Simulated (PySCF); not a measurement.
# Excitation energy of W²⁺ by level of theory

W²⁺ [Xe] 4f14 5d4 (5D) → W²⁺ [Xe] 4f14 5d3 6p1 (high-spin determinant), as a difference of total energies. All numbers are calculated (PySCF 2.14, the spin-free X2C one-electron Hamiltonian (Gaussian nucleus), in x2c-QZVPPall with one added diffuse shell each of s, p, d, f, g type (17s11p10d6f3g, 169 functions)). Correlated levels: valence: [Xe] 4f14 frozen. The calculations carry no spin-orbit coupling.

```
           method  excitation energy (eV)
              UHF                   7.765
              LDA                   7.867
              PBE                   7.698
             PBE0                   7.861
           r2SCAN                   7.716
    MP2 (valence)                   7.497
SCS-MP2 (valence)                   7.344
```

**Question.** How much does correlation contribute at MP2 (valence)?

**Answer.** 7.497 − (7.765) = -0.268 eV, measured against UHF.

A first-order spin-orbit estimate (lowest level to lowest level, LS coupling) adds -0.551 eV.

The determinant of the upper state mixes LS terms, which raises its energy above the lowest term, most at the Hartree-Fock and MP2 levels.
